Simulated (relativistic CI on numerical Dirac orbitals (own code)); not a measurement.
Pt+: O2,3 absorption edge

Computed with this model: Dirac-Coulomb-Breit CI, KLI orbitals optimised for each configuration, QED by a radiative potential, multiplet model of core-to-valence dipole absorption, unscaled Slater integrals; configurations [Xe] 4f14 5d9 → [Kr] 4d10 4f14 5s2 5p5 5d10; 300 K; Lorentzian 1 eV and Gaussian 0.3 eV FWHM. Energies are those of the free ion, without screening or charge transfer. The branching ratio is the share of the lower-energy edge in the whole absorption, uncertain by about 0.02 where the edges overlap. S is read from ⟨S²⟩ = S(S + 1).

Field parameters in Wybourne normalisation: Oh B⁴₀ = 21Dq, B⁴₄ = √(5/14) B⁴₀. The field is a parameter set, without covalency.

free ion: ground-state S = 0.50, centroid 52.18 eV. Peaks (eV, height): 52.2 (100).

Oh, 10Dq = 4050 cm⁻¹: ground-state S = 0.50, centroid 52.65 eV. Peaks (eV, height): 52.2 (100).

Oh, 10Dq = 9100 cm⁻¹: ground-state S = 0.50, centroid 53.65 eV. Peaks (eV, height): 52.5 (100), 67.2 (8).

Oh, 10Dq = 14200 cm⁻¹: ground-state S = 0.50, centroid 54.60 eV. Peaks (eV, height): 53.0 (100), 67.8 (13).

Oh, 10Dq = 19250 cm⁻¹: ground-state S = 0.50, centroid 55.39 eV. Peaks (eV, height): 53.2 (100), 68.0 (17).

Oh, 10Dq = 24350 cm⁻¹: ground-state S = 0.50, centroid 56.07 eV. Peaks (eV, height): 53.5 (100), 68.2 (20).

Strongest unbroadened transitions for Oh, 10Dq = 4050 cm⁻¹:

```
Energy (eV)  Relative strength
      52.33              100.0
      67.06                2.2
```
